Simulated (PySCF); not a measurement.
## Computed properties of ClF₂H₃Si₂, SMILES F[SiH](F)[SiH2]Cl

ClF2H3Si2, SMILES F[SiH](F)[SiH2]Cl. The structure is a stationary point at PBE0-D3(BJ)/def2-SVP. This is a generated structure with no PubChem entry under its InChIKey; it may be hypothetical. Other conformers were not sampled. All values are computed for the isolated molecule unless a solvent is named; none is compared with measurement here.

**Structure.** All 18 harmonic modes at PBE0-D3(BJ)/def2-SVP (PySCF) are real, so it is a minimum. With heavy atoms numbered as in [SiH:1]([F:2])([F:3])[SiH2:4][Cl:5], the shortest bond between them is Si1–F3 at 1.617 Å and the longest Si1–Si4 at 2.339 Å.

**Vibrations.** The strongest infrared lines (harmonic, unscaled, degenerate partners summed) lie at 775 cm⁻¹ (358 km/mol, H 89 %, Si 9 %), 962 cm⁻¹ (166 km/mol, Si 49 %, F 44 %), 2284 cm⁻¹ (115 km/mol, H 97 %). The softest mode is at 40 cm⁻¹ and the zero-point energy is 21.4 kcal/mol.

**Electronic structure.** r2SCAN/def2-TZVP (PySCF) places the frontier levels at -7.57 and -1.75 eV, a gap of 5.82 eV, and gives a dipole moment of 1.25 D and a mean polarisability of 61.9 bohr³. PBE/def2-TZVP (PySCF) at the same geometry gives -7.26 and -2.03 eV, so its gap is 0.59 eV narrower. An orbital gap is neither the optical nor the fundamental gap.

**Excitations.** TDA-CAM-B3LYP/def2-SVPD (PySCF) has S1 at 6.26 eV (198 nm, f = 0.012, weak); the most intense of the 10 singlets computed lies at 8.22 eV (f = 0.13). T1 (TDA) is at 5.57 eV, 0.69 eV under S1. TDA-PBE/def2-SVPD (PySCF) puts S1 at 5.52 eV. No vertical singlet excitation falls in the visible range (under 3.1 eV).

**NMR.** GIAO shifts at HF/pcSseg-1 (PySCF) (non-relativistic, atoms alike by connectivity averaged): ¹H from 4.9 to 5.2 ppm against TMS; ²⁹Si from -33.4 to -8.8 ppm against TMS; ¹⁹F at -131.2 ppm against CFCl3. Without spin–orbit terms, shifts of atoms bonded to Cl or Br come out too high.
